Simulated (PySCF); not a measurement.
Bonds (- single, = double, # triple, : aromatic): C1-Si2, Si2-C3, Si2-C4, Si2-C5. C1 carries H6, H7, H8; C3 carries H9, H10, H11; C4 carries H12, H13, H14; C5 carries H15, H16, H17.

Geometry: GFN2-xTB; GIAO absolute shieldings from PySCF, gas phase, non-relativistic, averaged over equivalent atoms.

At LDA/MINI (41 basis functions, 2.5 s wall time on 1 thread of an Intel Xeon, shared host):
```json
{"atoms": "C1/C3/C4/C5", "σ (ppm)": "222.3"}
{"atoms": "Si2", "σ (ppm)": "591.9"}
{"atoms": "H6/H7/H8/H9/H10/H11/H12/H13/H14/H15/H16/H17", "σ (ppm)": "30.40"}
```

Predict the values at wB97X/pcseg-1 on the same geometry.

Answers


| atoms | σ at wB97X/pcseg-1 | change |
| --- | --- | --- |
| C1/C3/C4/C5 | 199.4 | -22.9 |
| Si2 | 349.2 | -242.7 |
| H6/H7/H8/H9/H10/H11/H12/H13/H14/H15/H16/H17 | 31.97 | +1.57 |

The largest change is at Si2 (silicon bonded to 4 C). Cost: 134 basis functions, 11 s wall time on 1 thread of an Intel Xeon, shared host.
